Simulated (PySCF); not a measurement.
C₃H₇BN₂, SMILES C=C=CB(N)N.

Geometry optimised at PBE0-D3(BJ)/def2-SVP. The structure was generated by enumeration, and PubChem lists no compound with its InChIKey, so it may never have been made. Other conformers were not sampled.

Two levels are set side by side: PBE/def2-TZVP (PySCF) and M06-2X/def2-TZVP (PySCF). Same geometry, gas phase. Differences are taken from unrounded values.

```json
[
 {"quantity": "orbital gap (eV)", "M06-2X": "9.15", "PBE": "4.54", "PBE minus M06-2X": "-4.62"},
 {"quantity": "highest occupied level (eV)", "M06-2X": "-8.30", "PBE": "-5.48", "PBE minus M06-2X": "2.82"},
 {"quantity": "lowest empty level (eV)", "M06-2X": "0.85", "PBE": "-0.95", "PBE minus M06-2X": "-1.80"},
 {"quantity": "dipole moment (D)", "M06-2X": "1.27", "PBE": "1.44", "PBE minus M06-2X": "0.17"},
 {"quantity": "mean polarisability (bohr³)", "M06-2X": "67.2", "PBE": "70.8", "PBE minus M06-2X": "3.7"}
]
```

PBE's occupied levels lie high since its potential decays too fast outside the molecule; exact exchange lowers them and widens the gap. PBE's more diffuse valence density responds more strongly to a field. Differences between two approximate levels are no errors against the true value.

Rough cost on one machine, each run with all the roots and properties that it gave: M06-2X against PBE about 3 times.
